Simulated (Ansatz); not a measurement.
System: sum formula Si$_{2}$N$_{2}$H$_{7}$ (charge -1, singlet). It need not be the lowest isomer of its formula. Whether it binds its extra electron was not tested at this geometry. 
Geometry from a B3LYP-D3(BJ)/def2-TZVP (Ansatz, an electronic-structure program) optimisation:
SMILES: N[SiH2]N[SiH2-]
```xyz
11

N     -2.0072    -0.6909    -0.3042
Si    -1.0165     0.6456     0.2618
N      0.5924     0.3247     0.6696
Si     1.7556    -0.4275    -0.5479
H     -1.6798    -1.0194    -1.2074
H     -1.9816    -1.4911     0.3187
H     -1.7143     1.1783     1.4772
H     -1.1770     1.6424    -0.8341
H      0.8716     0.4541     1.6317
H      3.0181     0.3955    -0.2163
H      2.2197    -1.6487     0.2783
```
Charge -1, spin multiplicity 1.

Basis-set convergence of Hartree-Fock and MP2 correlation energies (hartree) with Ansatz. Valence correlation only, unless marked. Spin-orbit coupling is left out. No relativistic terms. This anion needs diffuse functions, which these sets lack.

| basis | functions | E(HF) | E(corr, MP2) |
|---|---|---|---|
| cc-pV(D+d)Z | 109 | -690.88985 | -0.55552 |
| cc-pV(T+d)Z | 236 | -690.96288 | -0.69594 |
| cc-pV(Q+d)Z | 448 | [?] | [?] |

### Question
Some entries are withheld; supply them.

### Answer

- cc-pV(Q+d)Z, E(HF): -690.98158
- cc-pV(Q+d)Z, E(corr, MP2): -0.74664
